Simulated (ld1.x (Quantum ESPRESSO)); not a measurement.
u(r) = r·R(r): atom against pseudo-atom (Fe)

Columns: radius, all-electron u(r) and pseudo u(r) of the 3p shell (level -60.51 eV) of iron in the configuration [Ne] 3s2 3p6 3d6 4s1.75 4p0.25; PBE, scalar-relativistic, RRKJ scheme, ld1.x (Quantum ESPRESSO) 7.5.

```json
{"r (bohr)": "0.072", "all-electron": "0.4045", "pseudo": "-0.0316"}
{"r (bohr)": "0.145", "all-electron": "0.6076", "pseudo": "-0.1242"}
{"r (bohr)": "0.217", "all-electron": "0.4183", "pseudo": "-0.2638"}
{"r (bohr)": "0.290", "all-electron": "0.0422", "pseudo": "-0.4371"}
{"r (bohr)": "0.362", "all-electron": "-0.3480", "pseudo": "-0.6194"}
{"r (bohr)": "0.435", "all-electron": "-0.6806", "pseudo": "-0.7958"}
{"r (bohr)": "0.507", "all-electron": "-0.9195", "pseudo": "-0.9447"}
{"r (bohr)": "0.580", "all-electron": "-1.0722", "pseudo": "-1.0579"}
{"r (bohr)": "0.652", "all-electron": "-1.1471", "pseudo": "-1.1262"}
{"r (bohr)": "0.725", "all-electron": "-1.1640", "pseudo": "-1.1514"}
{"r (bohr)": "0.798", "all-electron": "-1.1382", "pseudo": "-1.1366"}
{"r (bohr)": "0.870", "all-electron": "-1.0849", "pseudo": "-1.0910"}
{"r (bohr)": "0.942", "all-electron": "-1.0147", "pseudo": "-1.0237"}
{"r (bohr)": "1.015", "all-electron": "-0.9343", "pseudo": "-0.9423"}
{"r (bohr)": "1.088", "all-electron": "-0.8505", "pseudo": "-0.8557"}
{"r (bohr)": "1.160", "all-electron": "-0.7684", "pseudo": "-0.7708"}
{"r (bohr)": "1.232", "all-electron": "-0.6894", "pseudo": "-0.6900"}
{"r (bohr)": "1.305", "all-electron": "-0.6140", "pseudo": "-0.6140"}
{"r (bohr)": "1.378", "all-electron": "-0.5443", "pseudo": "-0.5443"}
{"r (bohr)": "1.450", "all-electron": "-0.4815", "pseudo": "-0.4815"}
{"r (bohr)": "1.522", "all-electron": "-0.4245", "pseudo": "-0.4245"}
{"r (bohr)": "1.595", "all-electron": "-0.3726", "pseudo": "-0.3726"}
{"r (bohr)": "1.668", "all-electron": "-0.3263", "pseudo": "-0.3263"}
{"r (bohr)": "1.740", "all-electron": "-0.2857", "pseudo": "-0.2857"}
{"r (bohr)": "1.812", "all-electron": "-0.2497", "pseudo": "-0.2497"}
{"r (bohr)": "1.885", "all-electron": "-0.2176", "pseudo": "-0.2176"}
```

**Question.** How many radial nodes do the two functions have?

**Answer.** The all-electron 3p function has n − l − 1 = 1; the pseudo-wave has 0, since the states of the same l below it are removed with the core.

**Question.** At about which radius was the pseudo-wave matched?

**Answer.** 1.35 bohr, where the columns begin to agree (steps of 0.07 bohr).

**Question.** Is the pseudo-wave norm-conserving?

**Answer.** Yes: the RRKJ scheme keeps the norm inside the radius equal to the all-electron one, which fixes the energy derivative of the logarithmic derivative at the level.
